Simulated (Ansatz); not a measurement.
`N#CBF` + arsine → `FB[AsH2]` + `C#N` at 400 K and 1 bar (ligand exchange at a B–C bond).

Calculated with Ansatz (gas phase, PBE0-D4/def2-TZVP geometries, no zero-point term in ΔE). CCSD(T)/CBS is the MP2 limit (def2-TZVPP, def2-QZVPP) plus CCSD(T) − MP2 in def2-TZVPP, frozen cores. This one scheme is used for every species. For As outer-core shells are correlated without core-valence functions, which leaves a few kJ/mol of doubt a bond. Scalar relativity is left out up to krypton.

```
   species  CCSD(T)/CBS energy (Eh)  H − E (kJ/mol)  S (J/(mol·K))
   `N#CBF`               -217.97421            81.6          294.6
  `[AsH3]`              -2236.79077            72.0          234.9
`FB[AsH2]`              -2361.43380           102.7          314.9
     `C#N`                -93.32098            56.1          211.9
```

H − E and S are ideal-gas, rigid-rotor, harmonic terms from PBE0-D4/def2-TZVP, for one conformer and one mirror image of each species. 1 Eh = 2625.50 kJ/mol, R = 8.31446 J/(mol·K).

**Question.** By hand: ΔE, ΔH, ΔS and ΔG.

**Answer.** ΔE = (-2361.43380) + (-93.32098) − (-217.97421) − (-2236.79077) = 0.01020 Eh = 26.8 kJ/mol. Δ(H − E) = 102.7 + 56.1 − 81.6 − 72.0 = 5.2, so ΔH = 32.0 kJ/mol. ΔS = 314.9 + 211.9 − 294.6 − 234.9 = -2.7 J/(mol·K). ΔG = 32.0 − 400 × (-2.7)/1000 = 33.1 kJ/mol.

**Question.** By hand: the equilibrium constant, and the temperature at which ΔG would vanish if ΔH and ΔS stayed fixed.

**Answer.** log₁₀ K = −ΔG/(RT ln 10) = -4.3. ΔH and −TΔS have one sign here, so there is no such temperature. One of them is within its doubt of zero, so this could turn.

The number of gas molecules stays the same, so ΔS is small and ΔH decides. A doubt of 5 kJ/mol in ΔE shifts log₁₀ K by 0.7 here. Other conformers and mirror images would add mixing entropy, several J/(mol·K) or more a flexible species. These are equilibria of isolated gas molecules and say nothing of rates. Largest T1 diagnostic: 0.015 (customary marks: 0.02 for closed shells, 0.045 for open ones).
